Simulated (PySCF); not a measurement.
SMILES CCC[CH2][GaH2] (C4H11Ga) at its GFN2-xTB optimised geometry (Å):

```
16

Ga    -2.4341     0.7554     0.0000
H     -3.4136     2.0074     0.0000
H     -3.2054    -0.6316     0.0232
C     -0.3971     0.7554     0.0000
C      0.0249    -0.6834     0.3276
C      1.5252    -0.9387     0.1740
C      2.3639    -0.1628     1.1834
H      0.0114     1.0515    -0.9743
H      0.0025     1.4619     0.7353
H     -0.2790    -0.9254     1.3537
H     -0.5180    -1.3714    -0.3367
H      1.7129    -2.0074     0.3044
H      1.8349    -0.6688    -0.8386
H      2.0446    -0.3904     2.1985
H      2.2740     0.9090     1.0255
H      3.4136    -0.4309     1.0869
```

Level of theory: PySCF with PBE0/def2-TZVP. Cells within 0.4 Å of a nucleus heavier than hydrogen are left out (blank, or x).

Map of the HOMO amplitude (bohr^(-3/2)), clipped to [-0.25, 0.25] on the plane z = 0.0 Å; orbital energy -7.46 eV, overall sign arbitrary:

```
|444444444444444444444444444|
|444444444444444444444444444|
|444444444444444444444444444|
|444444444444444444444444444|
|444444444444444444444444444|
|444444444444444444444444444|
|444433344444444444444444444|
|444332334444444444444444444|
|443320234555444444444444444|
|443321245565433344444444444|
|443322355677522334444444444|
|4443323xx689x02334444444444|
|4443333x4678x12344444444444|
|444333345665323444444444444|
|444433344544235664444444444|
|4444333444432x67xx334444444|
|444443444443345652334444444|
|444444444443344443334444444|
|444444444444444433334444444|
|444444444444444443344444444|
|444444444444444444444444444|
|444444444444444444444444444|
|444444444444444444444444444|
|444444444444444444444444444|
|444444444444444444444444444|
|444444444444444444444444444|
|444444444444444444444444444|
```
Scale: ten equal steps from -0.201 (start of '0') to 0.250 (end of '9'), in the order '0123456789'; x runs from -5.50 to 5.50, y from -5.50 (bottom) to 5.50 (top).
